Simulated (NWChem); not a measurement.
Species: C$_{2}$H$_{5}$AlFN; SMILES C=[CH][Al]([NH2])[F]

```xyz
10

Al     0.0830    -0.4822     0.0000
F      1.1797    -1.7402     0.0000
C      0.7162     1.3478     0.0000
C     -0.1077     2.4069     0.0000
H      1.7936     1.5654     0.0000
H      0.2585     3.4418     0.0000
H     -1.2003     2.3027     0.0000
N     -1.6263    -0.9190     0.0000
H     -1.9706    -1.8725     0.0000
H     -2.4053    -0.2714     0.0000
```
Atoms are numbered in this order, from 1.

Results from NWChem. Pople sets run with spherical d functions. The geometry was optimised at PBE0/def2-SVP. Vzz is the largest principal value of the second derivative of the potential at the nucleus (NWChem prints the opposite sign); η is the asymmetry. Non-relativistic.

```json
[
 {"level": "Hartree-Fock/cc-pVTZ", "Vzz Al1 (a.u.)": "1.132", "η Al1": "0.44", "Vzz N8 (a.u.)": "-0.766", "η N8": "0.66", "relative time": "6"},
 {"level": "Hartree-Fock/6-31G*", "Vzz Al1 (a.u.)": "0.864", "η Al1": "0.47", "Vzz N8 (a.u.)": "-0.788", "η N8": "0.61", "relative time": "1"},
 {"level": "CAM-B3LYP/def2-SVP", "Vzz Al1 (a.u.)": "0.799", "η Al1": "0.48", "Vzz N8 (a.u.)": "-0.801", "η N8": "0.57", "relative time": "5"},
 {"level": "CAM-B3LYP/6-31G*", "Vzz Al1 (a.u.)": "0.780", "η Al1": "0.44", "Vzz N8 (a.u.)": "-0.771", "η N8": "0.57", "relative time": "4"}
]
```

The last column is a rough cost ratio, cheapest run = 1.
